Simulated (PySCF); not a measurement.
Compound: BH4O4 (charge -1).
InChI=1S/BH4O4/c2-1(3,4)5/h2-5H/q-1

Torsions of this conformer, `[OH:1][B-:2]([OH:3])([OH:4])[OH:5]`: H–O1–B2–O3 32°, H–O3–B2–O1 -154°, H–O4–B2–O1 -31°, H–O5–B2–O1 -87°.

The closed-shell ground state was solved at several levels (PySCF, density fitting, gas phase, non-relativistic). Isolated species at its PBE0-D3(BJ)/def2-SVP geometry, gas phase. The geometry's basis has no diffuse functions, a weakness for an anion. No diffuse functions stand in 6-31G, 6-31G*, pcJ-1 and pcSseg-2, which bears on an anion's orbital energies.

| level | basis functions | HOMO (eV) | LUMO (eV) | gap (eV) |
| --- | --- | --- | --- | --- |
| KT2/pcSseg-2 | 236 | -0.65 | 4.34 | 4.99 |
| B97-2/pcSseg-2 | 236 | -1.88 | 5.14 | 7.02 |
| PBE0/pcSseg-2 | 236 | -2.20 | 5.10 | 7.30 |
| KT3/pcSseg-2 | 236 | -0.60 | 4.22 | 4.82 |
| BHandHLYP/pcSseg-2 | 236 | -3.90 | 5.58 | 9.48 |
| wB97X-D/def2-SVPD | 144 | -4.35 | 5.49 | 9.84 |
| wB97X-D/pcSseg-2 | 236 | -4.17 | 6.77 | 10.94 |
| PBE0/6-31G* | 78 | -1.15 | 8.12 | 9.27 |
| BLYP/pcSseg-2 | 236 | -0.43 | 4.30 | 4.73 |
| B3LYP/pcJ-1 | 175 | -1.44 | 5.98 | 7.42 |

Question: What might PBE0/6-31G (53 basis functions) give for the same quantities?

Answer: HOMO -1.41 eV, LUMO 7.83 eV, gap 9.24 eV.

Question: Over all these levels, which gives the widest orbital gap and which the narrowest?

Answer: wB97X-D/pcSseg-2 (range-separated hybrid) has the widest, 10.94 eV, and BLYP/pcSseg-2 (GGA) the narrowest, 4.73 eV. The two share the basis. From the narrowest to the widest the HOMO moves by -3.74 eV and the LUMO by +2.47 eV.

Question: How much does the basis alone move the frontier levels among the 3 PBE0 rows (the withheld one included)?

Answer: The HOMO by 1.05 eV and the LUMO by 3.02 eV. By rising basis size (HOMO, LUMO in eV): 6-31G -1.41, 7.83; 6-31G* -1.15, 8.12; pcSseg-2 -2.20, 5.10.

Question: In the pcSseg-2 basis, how does the gap go with the fixed share of exact exchange?

Answer: BLYP (0 %) 4.73 eV; KT3 (0 %) 4.82 eV; KT2 (0 %) 4.99 eV; B97-2 (21 %) 7.02 eV; PBE0 (25 %) 7.30 eV; BHandHLYP (50 %) 9.48 eV. Each rise in the share widens the gap here.
